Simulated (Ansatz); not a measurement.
Consider the redistribution: `C#[C][Ti]([F])([Cl])[Cl]` + `[OH][Ga]([F])[F]` → `C#[C][Ti]([OH])([F])[Cl]` + `[F][Ga]([F])[Cl]`.

Isolated molecules relaxed with PBE0-D4/def2-TZVP in Ansatz; ΔE leaves out vibrations. CCSD(T)/CBS adds triple-zeta CCSD(T) − MP2 to the extrapolated MP2 energy (def2 sets, frozen cores). Functionals use def2-TZVPP. B3LYP here is the variant with VWN-RPA as its local correlation; programs differ in this. HSE06 is defined as in plane-wave codes. For Ga, Ti outer-core shells are correlated without core-valence functions, which leaves a few kJ/mol of doubt a bond. Scalar relativity is left out up to krypton. One conformer a species, not always the lowest.

```tsv
level	ΔE (kcal/mol)	difference from CCSD(T)/CBS
LDA (SPW92)	-8.3	-0.2
PBE-D4	-7.9	0.2
revPBE-D4	-7.8	0.3
BLYP-D4	-7.5	0.6
B97M-V	-8.1	0.0
PBE0-D4	-9.2	-1.1
B3LYP-D4	-8.7	-0.6
r2SCANh-D4	-8.6	-0.5
r2SCAN0-D4	-9.3	-1.2
HSE06-D4	-9.1	-1.0
CAM-B3LYP-D4	-10.2	-2.1
ωB97X-V	-10.5	-2.4
ωB97M-V	-10.2	-2.1
B2PLYP	-7.5	0.6
PBE-QIDH	-8.4	-0.3
PBE	-8.1	0.0
revPBE	-8.0	0.1
BLYP	-7.9	0.2
r2SCAN	-8.2	-0.1
PBE0	-9.4	-1.3
r2SCAN0	-9.4	-1.3
HSE06	-9.3	-1.2
BHLYP	-10.6	-2.5
CAM-B3LYP	-10.4	-2.3
LC-ωPBE	-11.5	-3.4
RPA@PBE/def2-TZVPP	-7.1	1.0
HF/def2-SVP	-15.7	-7.6
MP2/def2-SVP	-10.7	-2.6
CCSD(T)/def2-SVP	-11.8	-3.7
HF/def2-TZVPP	-13.0	-4.9
MP2/def2-TZVPP	-6.2	1.9
SCS-MP2/def2-TZVPP	-7.2	0.9
CCSD/def2-TZVPP	-9.7	-1.6
CCSD(T)/def2-TZVPP	-8.1	0.0
HF/def2-QZVPP	-12.5	-4.4
MP2/def2-QZVPP	-6.1	2.0
SCS-MP2/def2-QZVPP	-7.1	1.0
HF/CBS(def2)	-12.5	-4.4
MP2/CBS(def2)	-6.2	1.9
CCSD/CBS(def2)	-9.7	-1.6
CCSD(T)/CBS	-8.1	0
```

Largest T1 diagnostic among the species: 0.024, so the coupled-cluster value is less sure than usual.

Leaving LDA and LC-ωPBE aside and taking each functional with its dispersion term where it has one, the values spread over 3.1 kcal/mol, from ωB97X-V to B2PLYP. From r2SCAN to r2SCAN0 (25 % exact exchange), in def2-TZVPP and without D4, ΔE moves by −1.2 kcal/mol. In def2-TZVPP, CCSD(T) changes the Hartree–Fock value by +4.8 kcal/mol (the triples alone add +1.6 kcal/mol) and MP2 by +6.7 kcal/mol.

CCSD(T)/CBS has its own doubt, a few kJ/mol and more with outer-core shells, so smaller differences from it don't rank the levels.
